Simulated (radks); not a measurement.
The germanium anion Ge4-, [Kr], held by a Watson sphere: a shell of charge +4 at radius R that stands for the Madelung well of a crystal (potential energy -4/R inside, -4/r outside, in hartree with lengths in bohr). Calculated with a radial shooting solver on a logarithmic mesh with Libxc functionals: scalar-relativistic Kohn-Sham, LB94 model potential, spin-unpolarised, spherical densities, point nucleus. Response by self-consistent Sternheimer equations with the Hartree and adiabatic LDA kernel, the relativistic mass of each level held fixed and spin-orbit coupling left out. The sphere does not respond.

R (bohr)  e(3d) (eV)  e(4s) (eV)  e(4p) (eV)  <r> 4p (bohr)  sum of <r^2> (bohr^2)  X-ray form factor at sin(theta)/lambda = 0.2 1/angstrom  alpha (bohr^3)
2.21         -37.827     -19.842     -11.479          2.544                  65.62                                                   25.944           39.44
2.33         -37.211     -19.224     -11.123          2.608                  68.25                                                   25.850           43.47
2.67         -35.971     -17.658     -10.137          2.794                  76.09                                                   25.647           57.48
3.34         -34.603     -15.316      -8.415          3.163                  92.95                                                   25.479           99.26
3.55         -34.303     -14.755      -7.947          3.279                  98.58                                                   25.471           117.3
3.78         -34.009     -14.218      -7.473          3.405                  105.0                                                   25.478           140.3
4.41         -33.343     -13.089      -6.368          3.748                  123.7                                                   25.537           224.4
